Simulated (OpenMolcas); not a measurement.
## Potential curves of CSe: spin-free states

Calculated with OpenMolcas 26.06: state-averaged CASSCF(8,7) over Se 4p, C 2s 2p, XMS-CASPT2 (IPEA 0.25, imaginary shift 0.2 hartree), scalar X2C, ANO-RCC-VTZP, then RASSI spin–orbit state interaction with atomic mean-field integrals. C2 symmetry about the axis (a holds Σ, Δ, Γ; b holds Π, Φ, H; Σ⁺ and Σ⁻ are not told apart); roots by multiplicity and irrep: 1a 4, 3b 2, 3a 4, 1b 2, 5b 2.

XMS-CASPT2 energies in eV from the lowest point. Curves are followed by energy order within each symmetry, so they are adiabatic and may change character at avoided crossings; Σ⁺ and Σ⁻ are counted together.

| R (Å) | (1)1Σ | (1)3Σ | (2)1Σ | (2)3Σ | (1)1Δ | (1)5Π |
| --- | --- | --- | --- | --- | --- | --- |
| 1.440 | 2.031 | 7.452 | 8.860 | 8.787 | 9.046 | 10.013 |
| 1.523 | 0.766 | 5.592 | 6.945 | 6.877 | 7.127 | 7.990 |
| 1.599 | 0.197 | 4.523 | 5.812 | 5.752 | 5.988 | 6.821 |
| 1.674 | 0.000 | 3.857 | 5.072 | 5.023 | 5.237 | 6.053 |
| 1.758 | 0.073 | 3.449 | 4.574 | 4.545 | 4.722 | 5.536 |
| 1.841 | 0.343 | 3.279 | 4.315 | 4.302 | 4.445 | 5.281 |
| 1.959 | 0.910 | 3.295 | 4.210 | 4.215 | 4.315 | 5.192 |
| 2.109 | 1.771 | 3.568 | 4.331 | 4.366 | 4.404 | 5.307 |
| 2.344 | 3.086 | 4.203 | 4.760 | 4.838 | 4.789 | 5.642 |
| 2.678 | 4.555 | 5.090 | 5.397 | 5.539 | 5.402 | 5.965 |
| 3.181 | 5.734 | 5.913 | 5.980 | 6.109 | 5.974 | 6.104 |

Problem. With masses 79.917 and 12.000 u, fit the curves (1)1Σ, (1)3Σ, (2)1Σ, (2)3Σ, (1)1Δ, (1)5Π near their minima.

Solution. At XMS-CASPT2, Te from the lowest curve (the fit fixes ωe to a per cent or two; the method's Re and ωe can be off by some per cent):

```tsv
curve	Te (cm⁻¹)	Re (Å)	ωe (cm⁻¹)
(1)1Σ	0	1.691	1022.6
(1)3Σ	26320	1.889	682.3
(2)1Σ	34010	1.956	585.1
(2)3Σ	34030	1.943	609.4
(1)1Δ	34840	1.973	561.0
(1)5Π	41920	1.949	570.9
```

Left out for impure symmetry, kinks or missing points, though low: (1)3Π, (1)1Π, (1)3Δ. Only roots inside an energy window near the equilibrium distance were included, so the list of states is not complete; labels number the states computed. Each spin and symmetry block has orbitals of its own, averaged over its own roots, so gaps between blocks are less sure than gaps within one and near the minimum can be off by tenths of an eV, in bad cases by more. No Rydberg orbitals are active, so Rydberg states, and σ→σ* states whose orbital the CASSCF left unused, can be missing between those listed. CASPT2 splits the two components of degenerate states numerically, here by up to 109 cm⁻¹. At stretched bonds a block can hold a wrong CASSCF solution and miss its lowest state; points past a visible jump are left out. No roots were computed in block 5a (none fell in the window or the block failed), so states of that kind are missing and can lie low or lowest. Points that failed a check (symmetry, reference weights, a jump) are left out.
